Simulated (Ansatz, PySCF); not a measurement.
Gas-phase reaction (SMILES): [F][Ge]([Br])([Br])[Br] [tribromo(fluoro)germane] + F (HF) → [F][Ge]([F])([Br])[Br] + Br (HBr); hydrogen fluoride cleaves one Ge-Br bond, a model of a ligand-exchange step.

Geometries: B3LYP-D3(BJ)/def2-TZVP minima from Ansatz (an electronic-structure program). Cores are frozen in the correlated levels unless marked. No spin-orbit coupling. The frozen core is the preceding noble-gas configuration, with the filled d and f shells of earlier blocks. Non-relativistic. CBS(X,Y): correlation extrapolated as X^-3; Hartree-Fock from the larger set (for Q and 5 zeta extrapolated as (X+1)exp(-9√X)). Thermal terms are rigid-rotor harmonic-oscillator values from B3LYP-D3(BJ) frequencies (Ansatz or PySCF) at 298.15 K and 1 atm. 1 Eh = 627.5095 kcal/mol.

| species | E, CCSD(T)/CBS(cc-pVQZ,cc-pV5Z) (Ansatz) (Eh) | E, PBE-D3(BJ)/def2-TZVPD (Ansatz + dftd3) (Eh) | H - E (Eh) |
|---|---|---|---|
| [F][Ge]([Br])([Br])[Br] | -9893.54247 | -9897.98029 | 0.01374 |
| F (HF) | -100.39528 | -100.39533 | 0.01259 |
| [F][Ge]([F])([Br])[Br] | -7420.65031 | -7423.99771 | 0.01454 |
| Br (HBr) | -2573.28264 | -2574.36932 | 0.00927 |

### Question
Work out ΔE and ΔH at 298.15 K at the first level, then ΔH at the second.

### Answer

1. ΔE = [(-7420.65031) + (-2573.28264)] - [(-9893.54247) + (-100.39528)] = 0.00480 Eh = 3.0 kcal/mol at CCSD(T)/CBS(cc-pVQZ,cc-pV5Z).
2. The terms H - E add up to -0.00252 Eh, so ΔH = (0.00480 + (-0.00252))×627.5095 = 1.4 kcal/mol.
3. At PBE-D3(BJ)/def2-TZVPD the same steps give ΔE = 5.4 and ΔH = 3.8 kcal/mol, a shift of +2.4 from the first level.
4. These values are not checked against measurement here, since the tables used lack a sound gas-phase enthalpy of formation for at least one species.
